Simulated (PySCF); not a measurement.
## Correlation energy of Al (aluminium, neutral)

[Ne] 3s2 3p1, 2P determinant. All numbers are calculated (PySCF 2.14, scalar relativity by spin-free X2C-1e, in cc-pVDZ-DK (4s3p1d, 18 functions)). Frozen: [Ne]; 3 electrons correlated.

MP2 pair energies summed by pair of shells (mhartree):

```csv
pair,energy,share (%)
3s-3s,-18.29,59.9
3s-3p,-12.26,40.1
```

Total MP2 correlation energy: -30.55 mhartree.

Same-spin part -2.11 and opposite-spin part -28.44 mhartree; SCS-MP2 scales them by 1/3 and 6/5 to -34.83 mhartree.

```json
{"level": "CCSD", "correlation energy (mhartree)": "-47.01"}
{"level": "(T)", "correlation energy (mhartree)": "-0.68"}
{"level": "CCSD(T)", "correlation energy (mhartree)": "-47.69"}
```

Diagnostics: T1 = 0.014, D1 = 0.0334, largest double amplitude 0.106.

Problem. Is a single reference adequate?

Solution. Mostly. T1 lies below 0.03, but a double amplitude of this size points to a near-degeneracy that CCSD handles and MP2 describes poorly.
